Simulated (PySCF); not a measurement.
## ECD: SMILES C#C[C@H]1N[C@H]1CCC, C$_{7}$H$_{11}$N

Molfile (atoms numbered from 1):
```
C7H11N
     RDKit          3D

 19 19  0  0  0  0  0  0  0  0999 V2000
    2.5569    0.0060    1.5943 C   0  0  0  0  0  0  0  0  0  0  0  0
    2.1879    0.3600    0.5101 C   0  0  0  0  0  0  0  0  0  0  0  0
    1.7467    0.7178   -0.8021 C   0  0  1  0  0  0  0  0  0  0  0  0
    1.5970   -0.2989   -1.8351 N   0  0  0  0  0  0  0  0  0  0  0  0
    0.4011    0.2891   -1.2837 C   0  0  1  0  0  0  0  0  0  0  0  0
   -0.5232   -0.4933   -0.3820 C   0  0  0  0  0  0  0  0  0  0  0  0
   -1.3401    0.4345    0.5174 C   0  0  0  0  0  0  0  0  0  0  0  0
   -2.2346   -0.3510    1.4674 C   0  0  0  0  0  0  0  0  0  0  0  0
    2.8871   -0.2715    2.5503 H   0  0  0  0  0  0  0  0  0  0  0  0
    2.1496    1.6580   -1.1678 H   0  0  0  0  0  0  0  0  0  0  0  0
    1.7772   -1.2411   -1.4987 H   0  0  0  0  0  0  0  0  0  0  0  0
   -0.1039    0.9601   -1.9729 H   0  0  0  0  0  0  0  0  0  0  0  0
    0.0665   -1.1699    0.2429 H   0  0  0  0  0  0  0  0  0  0  0  0
   -1.1967   -1.0982   -0.9960 H   0  0  0  0  0  0  0  0  0  0  0  0
   -1.9525    1.0923   -0.1036 H   0  0  0  0  0  0  0  0  0  0  0  0
   -0.6552    1.0598    1.0946 H   0  0  0  0  0  0  0  0  0  0  0  0
   -2.8149    0.3239    2.0917 H   0  0  0  0  0  0  0  0  0  0  0  0
   -1.6338   -0.9862    2.1148 H   0  0  0  0  0  0  0  0  0  0  0  0
   -2.9249   -0.9822    0.9116 H   0  0  0  0  0  0  0  0  0  0  0  0
  1  2  3  0
  2  3  1  0
  3  4  1  0
  4  5  1  0
  5  6  1  0
  6  7  1  0
  7  8  1  0
  5  3  1  0
  1  9  1  0
  3 10  1  6
  4 11  1  0
  5 12  1  6
  6 13  1  0
  6 14  1  0
  7 15  1  0
  7 16  1  0
  8 17  1  0
  8 18  1  0
  8 19  1  0
M  END
```

Method used: TDDFT B3LYP/def2-SVPD circular dichroism and optical rotation, one conformer, gas phase in PySCF. Geometry: GFN2-xTB.

The molecule is flexible and this is one conformer; a measurement averages over conformers. States above about 6.7 eV (minus the energy of the highest occupied orbital) lie near or above the ionisation threshold and depend on the basis.

Question: Assign R or S to each stereocentre.

Answer: C3 R, C5 S.

Question: Which excitations and rotatory strengths does the calculation give?

Answer: Rotatory strengths R in 10⁻⁴⁰ esu² cm², velocity form and length form (origin at the centre of mass); f in length form.
```csv
state,E (eV),λ (nm),f,R (velocity),R (length),main
1,5.90,210,0.009,-16.4,-16.5,"HOMO→LUMO+1 0.64, HOMO→LUMO 0.27"
2,6.16,201,0.073,+3.1,+5.1,"HOMO→LUMO 0.58, HOMO→LUMO+1 0.23"
3,6.44,192,0.022,+21.5,+19.8,"HOMO→LUMO+2 0.80, HOMO→LUMO+3 0.09"
4,6.66,186,0.005,+4.3,+4.1,HOMO−1→LUMO 0.73
5,6.70,185,0.007,+9.5,+8.7,"HOMO→LUMO+3 0.71, HOMO→LUMO+4 0.12"
6,6.96,178,0.009,+3.4,+3.0,"HOMO→LUMO+4 0.47, HOMO−2→LUMO 0.16"
7,7.00,177,0.006,-13.3,-13.8,"HOMO−2→LUMO 0.33, HOMO−2→LUMO+1 0.20"
8,7.04,176,0.009,+17.9,+19.9,"HOMO→LUMO+5 0.29, HOMO→LUMO+4 0.21"
9,7.31,170,0.006,+7.1,+6.6,"HOMO→LUMO+5 0.47, HOMO−2→LUMO+1 0.43"
10,7.51,165,0.028,+5.3,+2.9,"HOMO−1→LUMO+2 0.73, HOMO−1→LUMO+3 0.12"
11,7.61,163,0.001,-10.5,-8.0,HOMO→LUMO+6 0.83
12,7.76,160,0.011,-23.0,-20.8,"HOMO−2→LUMO+2 0.56, HOMO→LUMO+6 0.09"
```

Among the states computed, the strongest CD band (largest |R|) is state 12. The largest dissymmetry factor in size, g = 4R/(D+G), with D and G the electric and magnetic dipole strengths, is -0.051 for state 11 (velocity form, f = 0.002), among bands with |R| over 0.5. The mirror image has the same energies and oscillator strengths and all R with the opposite sign.
